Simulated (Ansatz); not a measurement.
One change: `[CH3][GaH][N]=C=O` becomes `O=C=[N][AlH2]`.

Ansatz, PBE0-D4/def2-TZVP geometries, multiplicity 1. Each molecule was computed in one conformer, which needn't be the lowest.

Scalar relativity is left out up to krypton.

```json
{"property": "HOMO energy (B3LYP/def2-TZVPP) / eV", "`[CH3][GaH][N]=C=O`": "-7.65"}
{"property": "HOMO energy (PBE0/def2-TZVPP) / eV", "`[CH3][GaH][N]=C=O`": "-7.88"}
{"property": "HOMO–LUMO gap (B3LYP/def2-TZVPP) / eV", "`[CH3][GaH][N]=C=O`": "5.84"}
{"property": "size of the dipole moment (ωB97M-V/def2-TZVPP) / D", "`[CH3][GaH][N]=C=O`": "3.65"}
{"property": "HOMO–LUMO gap (PBE/def2-TZVPP) / eV", "`[CH3][GaH][N]=C=O`": "4.25"}
{"property": "HOMO energy (ωB97M-V/def2-TZVPP) / eV", "`[CH3][GaH][N]=C=O`": "-10.07"}
```

(1) What does the change do to each property? (Estimate.)

## Answers

(1) Ansatz gave: 
| property | `O=C=[N][AlH2]` | shift |
| --- | --- | --- |
| HOMO energy (B3LYP/def2-TZVPP) / eV | -8.14 | -0.49 |
| HOMO energy (PBE0/def2-TZVPP) / eV | -8.35 | -0.47 |
| HOMO–LUMO gap (B3LYP/def2-TZVPP) / eV | 6.19 | 0.35 |
| size of the dipole moment (ωB97M-V/def2-TZVPP) / D | 2.05 | -1.60 |
| HOMO–LUMO gap (PBE/def2-TZVPP) / eV | 4.53 | 0.28 |
| HOMO energy (ωB97M-V/def2-TZVPP) / eV | -10.54 | -0.47 |

With PBE0 the HOMO falls by 0.47 eV and the LUMO falls by 0.21 eV, so the gap widens by about 0.26 eV. PBE moves the HOMO by -0.47 eV and ωB97M-V by -0.47 eV. Dipoles are sizes alone; their direction can turn.

B3LYP here is the variant with VWN-RPA as its local correlation; programs differ in this.
